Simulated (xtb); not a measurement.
xtb input (GFN2-xTB):

```bash
xtb mol.xyz --gfn 2 --ohess tight --chrg 0 --uhf 0
```
mol.xyz:
```
3

Ca     0.03759312    -0.02569673     0.02516474
F     -0.21849186     1.38113153    -1.23511942
F      0.27319149    -1.40512368     1.22174419
```

Output:

```
           -------------------------------------------------
          |                Calculation Setup                |
           -------------------------------------------------

           -------------------------------------------------
          |                 G F N 2 - x T B                 |
           -------------------------------------------------

        Reference                      10.1021/acs.jctc.8b01176
      * Hamiltonian:
        H0-scaling (s, p, d)           1.850000    2.230000    2.230000
        zeta-weighting                 0.500000
      * Dispersion:
        s8                             2.700000
        a1                             0.520000
        a2                             5.000000
        s9                             5.000000
      * Repulsion:
        kExp                           1.500000    1.000000
        rExp                           1.000000
      * Coulomb:
        alpha                          2.000000
        third order                    shell-resolved
        anisotropic                    true
        a3                             3.000000
        a5                             4.000000
        cn-shift                       1.200000
        cn-exp                         4.000000
        max-rad                        5.000000

          ...................................................
          :                      SETUP                      :
          :.................................................:
          :  # basis functions                  18          :
          :  # atomic orbitals                  17          :
          :  # shells                            7          :
          :  # electrons                        16          :
          :  max. iterations                   250          :
          :  Hamiltonian                  GFN2-xTB          :
          :  restarted?                      false          :
          :  GBSA solvation                  false          :
          :  PC potential                    false          :
          :  electronic temp.          300.0000000     K    :
          :  accuracy                    1.0000000          :
          :  -> integral cutoff          0.2500000E+02      :
          :  -> integral neglect         0.1000000E-07      :
          :  -> SCF convergence          0.1000000E-05 Eh   :
          :  -> wf. convergence          0.1000000E-03 e    :
          :  Broyden damping             0.4000000          :
          :  net charge                          0          :
          :  unpaired electrons                  0          :
          ...................................................

 iter      E             dE          RMSdq      gap      omega  full diag
   1     -6.8027853 -0.680279E+01  0.434E+01    0.24       0.0  T
   2     -9.5209068 -0.271812E+01  0.227E+01   15.37       1.0  T
   3     -9.7327810 -0.211874E+00  0.266E+01    7.87       1.0  T
   4     -9.7590995 -0.263185E-01  0.259E+01    7.17       1.0  T
   5     -9.8841877 -0.125088E+00  0.147E+01    1.04       1.0  T
   6     -9.9546456 -0.704579E-01  0.106E+01    1.25       1.0  T
[...]
 q only:        0.560       0.967       0.993
   full:        0.892       1.540       1.582       6.052
molecular quadrupole (traceless):
                xx          xy          yy          xz          yz          zz
 q only:        2.647       1.311      -1.984      -0.285       5.037      -0.663
  q+dip:        2.553       2.177      -2.089       0.381       6.905      -0.464
   full:        4.493       1.978      -3.323      -0.656       7.980      -1.170

           -------------------------------------------------
          |                Geometry Summary                 |
           -------------------------------------------------

      molecular mass/u    :       78.0748288
   center of mass at/Å    :        0.1052199       0.1120448       0.1359747
  moments of inertia/u·Å² :        0.2379210E+02   0.8952937E+02   0.1133215E+03
rotational constants/cm⁻¹ :        0.7085391E+00   0.1882916E+00   0.1487594E+00

 * 2 selected distances

     #   Z          #   Z                                           value/Å
     1  20 Ca       2   9 F                                       1.8909218 (min)
     1  20 Ca       3   9 F                                       1.8911618 (max)

 * 1 distinct bonds (by element types)

   Z      Z             #   av. dist./Å        max./Å        min./Å
   9 F   20 Ca          2     1.8910418     1.8911618     1.8909218

           -------------------------------------------------
          |               Frequency Printout                |
           -------------------------------------------------
 projected vibrational frequencies (cm⁻¹)
eigval :       -0.00    -0.00    -0.00     0.00     0.00     0.00
eigval :      125.00   389.07   429.35
 reduced masses (amu)
   1: 29.95   2: 23.73   3: 38.58   4: 25.31   5: 19.58   6: 21.72   7: 24.20   8: 24.06
   9: 27.10
 IR intensities (km·mol⁻¹)
   1:  9.96   2:  4.38   3: 28.24   4:  8.67   5: 16.45   6: 11.01   7: 28.07   8:  7.07
   9: 15.04
 Raman intensities (Ä⁴*amu⁻¹)
   1:  0.00   2:  0.00   3:  0.00   4:  0.00   5:  0.00   6:  0.00   7:  0.00   8:  0.00
   9:  0.00
 output can be read by thermo (or use thermo option).
 writing <g98.out> molden fake output.
 recommended (thermochemical) frequency scaling factor: 1.0
           -------------------------------------------------
          |             Thermodynamic Functions             |
           -------------------------------------------------

c2v symmetry found (for desy threshold:  0.10E+00) used in thermo

          ...................................................
          :                      SETUP                      :
          :.................................................:
          :  # frequencies                           3      :
          :  # imaginary freq.                       0      :
          :  linear?                             false      :
          :  only rotor calc.                    false      :
          :  symmetry                              c2v      :
          :  rotational number                       2      :
          :  scaling factor                  1.0000000      :
          :  rotor cutoff                   50.0000000 cm⁻¹ :
          :  imag. cutoff                  -20.0000000 cm⁻¹ :
          :.................................................:

    mode    ω/cm⁻¹     T·S(HO)/kcal·mol⁻¹    T·S(FR)/kcal·mol⁻¹   T·S(vib)
   ------------------------------------------------------------------------
       1    125.00    -0.90089 ( 97.50%)    -0.78458 (  2.50%)    -0.89798
   ------------------------------------------------------------------------

   temp. (K)  partition function   enthalpy   heat capacity  entropy
                                   cal/mol     cal/K/mol   cal/K/mol   J/K/mol
Note: The following floating-point exceptions are signalling: IEEE_UNDERFLOW_FLAG IEEE_DENORMAL
normal termination of xtb
 298.15  VIB   2.98                  809.450      4.805      4.877
         ROT  0.188E+05              888.752      2.981     22.535
         INT  0.560E+05             1698.202      7.785     27.412
         TR   0.667E+27             1481.254      4.968     38.963
         TOT                        3179.4562    12.7535    66.3744   277.7105

       T/K    H(0)-H(T)+PV         H(T)/Eh          T*S/Eh         G(T)/Eh
   ------------------------------------------------------------------------
    298.15    0.506679E-02    0.721604E-02    0.315366E-01   -0.243206E-01
   ------------------------------------------------------------------------

         :::::::::::::::::::::::::::::::::::::::::::::::::::::
         ::                  THERMODYNAMIC                  ::
         :::::::::::::::::::::::::::::::::::::::::::::::::::::
         :: total free energy         -10.053764222856 Eh   ::
         ::.................................................::
         :: total energy              -10.029443642491 Eh   ::
         :: zero point energy           0.002149255585 Eh   ::
         :: G(RRHO) w/o ZPVE           -0.026469835950 Eh   ::
         :: G(RRHO) contrib.           -0.024320580365 Eh   ::
         :::::::::::::::::::::::::::::::::::::::::::::::::::::

optimized geometry written to: xtbopt.xyz

           -------------------------------------------------
          | TOTAL ENERGY              -10.029443642491 Eh   |
          | TOTAL ENTHALPY            -10.022227600936 Eh   |
          | TOTAL FREE ENERGY         -10.053764222856 Eh   |
          | GRADIENT NORM               0.000076145597 Eh/α |
          | HOMO-LUMO GAP               2.415534668490 eV   |
           -------------------------------------------------

------------------------------------------------------------------------
------------------------------------------------------------------------
 total:
 SCF:
 ANC optimizer:
 analytical hessian:
```
